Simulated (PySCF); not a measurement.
H3N, SMILES [NH3+], charge +1, multiplicity 2.

Coordinates come from a PBE0-D3(BJ)/def2-TZVPD optimisation.

Level of theory: M06-2X/def2-TZVPD run with PySCF.

Problem. Estimate the frontier levels, dipole moment and polarisability. (An estimate is asked for; the answer gives what the named calculation found.)

Solution. 
```
Item                                                                Value
------------------------------------------------  -----------------------
α spin, highest occupied and lowest empty level       -21.36 and -5.76 eV
β spin, highest occupied and lowest empty level      -25.28 and -11.43 eV
dipole moment about the centre of nuclear charge                   0.00 D
mean static polarisability                            7.5 bohr³ (1.12 Å³)
polarisability, principal values                      6.1, 8.3, 8.3 bohr³
⟨S²⟩                                              0.755 (pure state 0.75)
```
